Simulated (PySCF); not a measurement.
## In⁺ (indium, charge +1): UHF calculation

Configuration: [Kr] 4d10 5s2, closed-shell 1S. Computed with PySCF 2.14 in cc-pVDZ-PP with ECP28MDF, with scalar relativity through the core potential.

```json
{
  "Total energy": "-189.013904 hartree",
  "One-electron energy": "-329.2970 hartree",
  "Hartree (Coulomb) energy": "155.9279 hartree",
  "Exchange energy": "-15.6449 hartree",
  "⟨S²⟩": "0.0000",
  "⟨L²⟩": "0.000",
  "Sum of ⟨r⟩": "24.30 bohr",
  "Sum of ⟨r²⟩": "39.02 bohr²",
  "Time after the integrals": "0.05 s of wall time on 1 thread of Neoverse-V1 (shared host)"
}
```

| shell | electrons | mean orbital energy (hartree) | rms radius, mean of both spins (bohr) |
| --- | --- | --- | --- |
| 4s | 2 | -5.64355 | 0.912 |
| 4p | 6 | -3.89568 | 0.996 |
| 4d | 10 | -1.27997 | 1.27 |
| 5s | 2 | -0.63495 | 2.77 |

Energies and moments cover only the electrons outside the core potential.
